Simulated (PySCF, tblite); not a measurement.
Isomers of C7H8N (doublet state). Calculated harmonic vibrations of the isolated species, GFN2-xTB (tblite), most abundant isotopes, no scaling. The method is semi-empirical: single wavenumbers can be off by several per cent or more. One conformer each. Open shells enter through the occupations alone, without spin polarisation, and single modes of such species can be off by tens of per cent.

Electronic energies: B3LYP/pcH-1 single points on the GFN2-xTB geometries (PySCF, gas phase).

```tsv
SMILES	electronic energy, lowest = 0 (kcal/mol)
[CH2]c1cccc(N)c1	0.0
N#C[C@@H]1[CH]C=CCC1	17.2
NCC1=C[C@@H]2C=C[C]12	102.7
N#C[C@H]1[CH]CC=CC1	33.7
```

How do GFN2-xTB zero-point energies change the relative energies?

```tsv
SMILES	ZPE (kcal/mol)	of it from modes above 1550 cm⁻¹	electronic (kcal/mol)	with ZPE, lowest = 0 (kcal/mol)	lowest mode (cm⁻¹)	rings
[CH2]c1cccc(N)c1	80.0	38.8	0.0	0.0	175	1
N#C[C@@H]1[CH]C=CCC1	80.6	37.7	17.2	17.8	84	1
N#C[C@H]1[CH]CC=CC1	79.5	39.9	33.7	33.3	79	1
NCC1=C[C@@H]2C=C[C]12	79.9	40.4	102.7	102.6	31	2
```

The zero-point energies span 1.1 kcal/mol, from `N#C[C@H]1[CH]CC=CC1` to `N#C[C@@H]1[CH]C=CCC1`. The order is unchanged.

And how do the electronic energies of GFN2-xTB itself compare?

`[CH2]c1cccc(N)c1` 0.0; `N#C[C@@H]1[CH]C=CCC1` 17.7; `N#C[C@H]1[CH]CC=CC1` 35.4; `NCC1=C[C@@H]2C=C[C]12` 85.6 kcal/mol, lowest = 0. Against the energies above, taken from the same isomer `[CH2]c1cccc(N)c1`, the largest difference is 17.1 kcal/mol.

What do entropy and thermal enthalpy add at 298.15 K and 1 bar (rigid rotor, harmonic oscillator, one conformer each)?

```json
{"SMILES": "N#C[C@@H]1[CH]C=CCC1", "point group": "C1", "symmetry number": "1", "S (cal/(mol K))": "85.4", "H − H(0) (kcal/mol)": "5.21", "ZPE + H − H(0) − TS (kcal/mol)": "60.3"}
{"SMILES": "N#C[C@H]1[CH]CC=CC1", "point group": "C1", "symmetry number": "1", "S (cal/(mol K))": "88.0", "H − H(0) (kcal/mol)": "5.50", "ZPE + H − H(0) − TS (kcal/mol)": "58.8"}
{"SMILES": "NCC1=C[C@@H]2C=C[C]12", "point group": "C1", "symmetry number": "1", "S (cal/(mol K))": "87.9", "H − H(0) (kcal/mol)": "5.34", "ZPE + H − H(0) − TS (kcal/mol)": "59.0"}
```

S holds R ln(2S + 1) for the spin.

Not tabulated: `[CH2]c1cccc(N)c1` (point group not settled).
